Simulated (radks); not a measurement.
The numbers below are computed, except where a source is named.
Spherical quantum dot in the effective-mass picture: electrons in a well V = -V0 / (1 + exp((r - R)/a)) with V0 = 10, R = 3.33, a = 0.27, with a point charge +2 (a donor) at the centre, all in effective atomic units (hartree* = m*/eps^2 hartree, bohr* = eps/m* bohr), one dielectric constant everywhere. Level of theory: non-relativistic Kohn-Sham, exchange-only LDA, spin-polarised, spherical densities (a radial shooting solver with Libxc functionals). Levels are named by radial order and angular momentum (1s, 1p, 1d, 2s, ...), and open shells are averaged over m.

N = 12, configuration 1s2 1p6 1d(up 2, down 0) 2s2. This is the lowest configuration that the search found. Occupied and some empty levels:

level    occupation  eigenvalue (hartree*)  <r> (bohr*)
1s up             1                -5.6257        1.408
1s down           1                -5.5936        1.366
1p up             3                -5.0595        2.076
1p down           3                -5.0027        2.070
2s up             1                -4.7303        1.606
2s down           1                -4.6952        1.639
1d up             2                -4.5313        2.248
1d down           0                -4.4711        2.247
1f up             0                -3.8833        2.373
1f down           0                -3.8224        2.374
2p up             0                -3.3309        1.836
2p down           0                -3.2954        1.835
1g up             0                -3.1240        2.477
1g down           0                -3.0639        2.479

Energy (hartree*): total -91.9169, kinetic 12.380, external -133.25, Hartree 33.556, exchange-correlation -4.6001.
